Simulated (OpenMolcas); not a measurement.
**What dynamic correlation does to the levels of In2+**

| Item | Value |
| --- | --- |
| Program | OpenMolcas |
| Basis | ANO-R2 [7s6p4d2f1g] |
| Scalar Hamiltonian | X2C, finite nucleus |
| Active space | 1 electron in 4 orbitals (5s 5p) |
| State averaging | 2S+1 = 2 even, 1 root; 2S+1 = 2 odd, 3 roots |
| Spin-orbit coupling | state interaction with AMFI integrals over the reference wave functions, term energies averaged over their components |

Methods on the same reference wave functions:
A. CASSCF
B. SS-CASPT2, IPEA 0.25 Eh, imaginary shift 0.1 Eh (closed shells correlated: 4d)

Energies in cm-1 above 5s 2S 1/2, the measured ground level; measured values from Moore, Atomic Energy Levels, vol. III, NSRDS-NBS 35 (1971 reprint of NBS Circular 467, 1958).

| Level | A | B | Measured |
| --- | --- | --- | --- |
| 5s 2S 1/2 | 0.0 | 0.0 | 0.0 |
| 5p 2P* 1/2 | 54698 | 58042 | 57181 |
| 5p 2P* 3/2 | 57950 | 61294 | 61523 |

Deviations, from unrounded energies. A percentage is the sum of absolute deviations over the sum of measured energies, with the sign that they share, or ± where signs differ.

| Against measurement | Levels | A | B |
| --- | --- | --- | --- |
| mean absolute deviation (cm-1) | 2 | 3000 | 550 |
| other configurations (%) | 2 | -5.1 | ±0.9 |

B lies closest to measurement on these levels. The largest miss of B in the table is 5p 2P* 1/2, by +860 cm-1. The ranking rests on the paired levels alone, and a cruder setting can come out closer through cancelling errors.

The lowest spin-free term lies below A's lowest term by 0.394 hartree in B.

With one active electron the reference holds no correlation, so core polarisation is missing (holds for A). With one active electron, CASPT2 adds the correlation within the correlated inactive shells and between them and that electron, and leaves the splitting within a term as the reference gives it (holds for B). Measured partners are found by configuration, term and J. A level has none where our copy of the source lacks it or the pairing is in doubt (some pairs that miss far off the trend of their configuration count as doubtful), and it then counts in no deviation. Levels of configurations outside the active space are missing.

* marks odd parity.
